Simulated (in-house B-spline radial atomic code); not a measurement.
Results of a calculation; reference values are marked as such.
**Correlation energy from the adiabatic connection: −V exp(−r²/w²), V = 1.52, w = 5.33**

Two electrons in a singlet, external potential −V exp(−r²/w²), V = 1.52, w = 5.33 (atomic units). Full CI in B-splines (partial waves to l = 8, correlation up to 0.6 % small) with the density held fixed gives W(λ) = <V_ee>_λ − U, and E_c is the integral of W(λ) − W(0) from 0 to 1.

```tsv
λ	W(λ) − W(0) (hartree)
0	0.00000
0.02	-0.00196
0.05	-0.00482
0.12	-0.01108
0.25	-0.02138
0.4	-0.03146
0.6	-0.04255
0.8	-0.05158
1	-0.05905
```

**Question.** Integrate the table by the trapezoid rule.

**Answer.** The strips give -0.00002, -0.00010, -0.00056, -0.00211, -0.00396, -0.00740, -0.00941, -0.01106, which sum to -0.03463 hartree. The direct value, W(1) − W(0) + T_c with T_c = 0.02429, is -0.03476; the curve is convex, so chords lie above it and the trapezoids fall short in size by 0.39 %.

**Question.** Now use only three numbers: W(0) = -0.37206, the initial slope W'(0) = -0.09946 (extrapolated from the first points) and the strong-coupling limit of the point-charge-plus-continuum model, W∞ = -0.51118. What do second-order theory and the interpolation W(λ) = W∞ + (W(0) − W∞)/√(1 + 2χλ) of Seidl, Perdew and Levy give?

**Answer.** Second order keeps the slope alone: E_c = W'(0)/2 = -0.04973, +43 % in size against -0.03476. Matching the slope fixes χ = W'(0)/(W∞ − W(0)) = -0.09946/(-0.13912) = 0.71492. Integrating, with s = √(1 + 2χ) = 1.558796, E_c = −(W(0) − W∞)(s − 1)/(s + 1) = −0.13912 × 0.558796/2.558796 = -0.03038 hartree, -12.6 % in size against the full result. At λ = 1 the formula gives W − W(0) = -0.04987 against -0.05905. Part of the miss can come from the model's W∞.
